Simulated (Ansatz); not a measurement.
```yaml
crystal:
  periodic: [false, false, false]
  atoms:
    - {symbol: Sr, position_ang: [-1.264116, -1.256856, -3.603448]}
    - {symbol: O, position_ang: [-1.145347, -1.139489, -1.244265]}
    - {symbol: Sr, position_ang: [-1.286571, -1.282330, 1.187005]}
    - {symbol: O, position_ang: [-1.036371, -1.036508, 3.571084]}
    - {symbol: O, position_ang: [-1.039673, 1.040159, -3.569042]}
    - {symbol: Sr, position_ang: [-1.284359, 1.286861, -1.184489]}
    - {symbol: O, position_ang: [-1.138876, 1.143513, 1.246492]}
    - {symbol: Sr, position_ang: [-1.252624, 1.261298, 3.605900]}
    - {symbol: O, position_ang: [1.032699, -1.040613, -3.570938]}
    - {symbol: Sr, position_ang: [1.282026, -1.287026, -1.186824]}
    - {symbol: O, position_ang: [1.141296, -1.143349, 1.244397]}
    - {symbol: Sr, position_ang: [1.259686, -1.260847, 3.603576]}
    - {symbol: Sr, position_ang: [1.257086, 1.256410, -3.606029]}
    - {symbol: O, position_ang: [1.142894, 1.139324, -1.246626]}
    - {symbol: Sr, position_ang: [1.288883, 1.282486, 1.184312]}
    - {symbol: O, position_ang: [1.043347, 1.036949, 3.568904]}
basis:
  gaussian: {orbitals: def2-TZVP, initial_orbitals: start.molden}
total_charge: 1
magnetization: {spin_polarized: true, initial_magnetization: 1}
hamiltonian: {xc: pbe0, dispersion: d4}
scf: {omitted_lower_state_checks: [starts]}
output: {orbitals: {seedname: orbitals}}
```

The file start.molden holds the orbitals of an earlier run on this structure, at another level or in another basis.

```sh
$ ansatz run in.yaml --threads 4 --pin off --events-out ev --progress --plain --max-ram 6963MiB
```

(1) Does this run fit into the memory that it is given?

Answers

(1) No. It has 512 basis functions, and Ansatz plans for 11 GiB where 7 GiB are given.
